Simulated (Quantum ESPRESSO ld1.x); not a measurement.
The numbers below are computed, except where a source is named.
Is Ga- bound? Neutral atom [Ar] 3d10 4s2 4p1, anion [Ar] 3d10 4s2 4p2. Scalar-relativistic spherical Kohn-Sham, ld1.x of Quantum ESPRESSO 7.5; with spin, open shells are filled with parallel spins first. "No" means that the self-consistent cycle ended without a solution in which all occupied levels of the anion are bound.

method                                                                          e(HOMO) neutral (eV)  anion bound  e(HOMO) anion (eV)  EA, Delta-SCF (eV)  <r> HOMO anion (bohr)
LDA (Slater exchange, Perdew-Zunger correlation), spin-polarised                        4p up -2.949           no                   -                   -                      -
LDA (Slater exchange, Perdew-Zunger correlation) + SIC, spin-polarised                  4p up -5.519          yes        4p up -0.486               0.535                   4.73
LDA (Slater exchange, Perdew-Wang correlation) + SIC, spin-polarised                    4p up -5.534          yes        4p up -0.491               0.535                   4.71
LDA (Slater exchange, Perdew-Zunger correlation) + Latter tail, spin-polarised          4p up -4.358           no                   -                   -                      -
PBE, spin-unpolarised                                                                      4p -2.579           no                   -                   -                      -
Slater X-alpha with alpha = 1, spin-unpolarised                                            4p -3.716           no                   -                   -                      -

With the Latter tail the total energy is not variational, so no affinity is given for it.
